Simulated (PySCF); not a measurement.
A search over the determinants of BeF

Unrestricted PBE0; PySCF, no relativity, basis sets Be def2-TZVP, F def2-TZVP. Outer shells of the fragments: Be 2s2; F 2s2 2p5.

Followed along the bond (rough minima from three points):

| 2Ms+1 | unpaired | ⟨S²⟩ at the start | R at minimum (Å) | Te (eV) |
| --- | --- | --- | --- | --- |
| 2 | σ ↑ | 0.75 | 1.37 | 0.00 |

Solutions found at the starting distance of 1.575 Å, counted from the lowest of them; the search is not exhaustive and high or unbound solutions are not listed, so other states can lie among these:

| 2Ms+1 | unpaired | term | E (eV) | ⟨S²⟩ | ⟨Lz²⟩ | μ (D) |
| --- | --- | --- | --- | --- | --- | --- |
| 2 | σ ↑ | ²Σ⁺ | 0.00 | 0.75 | 0.00 | -2.08 |
| 2 | π ↑ | ²Π | 3.69 | 0.75 | 1.00 | -4.03 |
| 4 | σ ↑, π ↑↑ | mixed | 8.17 | 3.75 | 2.01 | 2.69 |
| 4 | σ ↑, π ↑↑ | mixed | 8.35 | 3.75 | 2.00 | 2.76 |
| 4 | σ ↑↑, π ↑ | ⁴Π | 9.48 | 3.75 | 1.00 | 2.74 |

A term symbol is given only where ⟨S²⟩ and ⟨Lz²⟩ are close to those of a pure state; real π, δ and φ orbitals otherwise mix terms. A positive dipole means Be(−)F(+).

Counting both spins, an empty level lies below a filled one in some of these solutions, because spin and occupation are held.
